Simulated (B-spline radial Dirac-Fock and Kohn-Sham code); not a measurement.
Dipole and non-dipole photoemission parameters of Mg⁺ 2s

System: magnesium as Mg⁺, 1s2 2s2 2p6 3s1; threshold 98.24 eV (orbital energy of the model). Method: Dirac-Hartree-Slater photoionisation with a Latter tail; cross sections with all multipoles, angular parameters from the dipole term and its interference with E2. Computed with a radial finite-basis atomic code.

For linearly polarised light dσ/dΩ = σ/(4π) [1 + β P₂(cos θ) + (δ + γ cos²θ) sin θ cos φ], with θ from the polarisation vector and φ the angle between the beam and the projection of the electron momentum on the plane normal to the polarisation.

```
hν (eV)  σ (kb)      β       γ
    118     556  2.000   0.253
    150     484  2.000   0.119
    160     455  2.000   0.085
    171     423  2.000   0.056
    200     350  2.000   0.005
    206     337  2.000  -0.002
    231     288  2.000  -0.023
    257     247  2.000  -0.034
    351     151  2.000  -0.024
    386     129  2.000  -0.011
    484    85.4  2.000   0.034
    600    56.7  2.000   0.094
    822    29.8  2.000   0.208
   1000    19.5  2.000   0.293
   1380    9.36  2.000   0.455
 1486.9    7.85  2.000   0.497
   1800       ?      ?       ?
   2000    3.81  2.000   0.677
   2620    1.92  2.000   0.862
   2650    1.87  2.000   0.870
   3020    1.33  2.000   0.967
   3090    1.25  2.000   0.985
 5414.7   0.274  2.000   1.473
   6010   0.204  2.000   1.577
   7260   0.119  2.000   1.778
  10200  0.0444  2.000   2.186
  15000  0.0140  1.999   2.727
```

Q: Give the values at 1800 eV.

A: σ = 4.95 kb, β = 2.000, γ = 0.610. For an s subshell δ is negligible.
